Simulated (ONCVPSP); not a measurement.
indium, ONCV: configuration errors across variants

```json
{
  "Element": "In",
  "Generator": "ONCVPSP 4.0.1",
  "Type": "optimised norm-conserving Vanderbilt (ONCV)",
  "Functional": "LDA (Perdew-Zunger)",
  "Relativity": "scalar-relativistic",
  "Frozen core": "[Kr] 4d10",
  "Valence charge": "3",
  "Reference configuration": "5s2 5p1",
  "Partial waves": "5s: rc 1.60 bohr, ncon 3, nbas 7, qcut 3.8 1/bohr, 2 projectors, debl 0.5 Ha; 5p: rc 2.10 bohr, ncon 5, nbas 10, qcut 3.5 1/bohr, 1 projector",
  "Local potential": "polynomial inside 1.25 bohr (lpopt 5, dvloc0 0 Ha)",
  "Core correction": "none"
}
```

All-electron excitation energies from the reference (eV): (1) 5s2 5p0 5.594; (2) 5s1 5p0 25.255; (3) 5s2 5p0.5 2.045; (4) 5s1 5p2 5.938.

2 further variants failed, have other tests or too few solved ones, and are left out.

A true bound ghost makes a file unfit for plane-wave use even where its test errors are small: the radial tests pick states by their node count and pass the ghost by.

Errors AE − PS in meV (a dash: test not solved or not reliable):

```json
{"change": "base", "(1)": "+13", "(2)": "+147", "(3)": "+1.9", "(4)": "+15", "bound ghosts": "s, p", "GHOST(+) flags above zero": "s"}
{"change": "s: debl 4.15", "(1)": "+13", "(2)": "+147", "(3)": "+1.9", "(4)": "+15", "bound ghosts": "s, p", "GHOST(+) flags above zero": "s"}
{"change": "p: ncon 3, nbas 8", "(1)": "+13", "(2)": "–", "(3)": "+1.9", "(4)": "+15", "bound ghosts": "s, p", "GHOST(+) flags above zero": "s"}
{"change": "p: nproj 3", "(1)": "+13", "(2)": "+147", "(3)": "+2.0", "(4)": "+16", "bound ghosts": "s, p", "GHOST(+) flags above zero": "s, p"}
{"change": "s: qcut 2.2", "(1)": "+13", "(2)": "+147", "(3)": "+1.9", "(4)": "+15", "bound ghosts": "s, p", "GHOST(+) flags above zero": "s"}
```

Problem. Give the same row for: core correction Teter function, fcfact 5.75, rcfact 1.2.

Solution. -1.2, –, -0.2, -11; bound ghosts: s, p; GHOST(+) flags above zero: s.
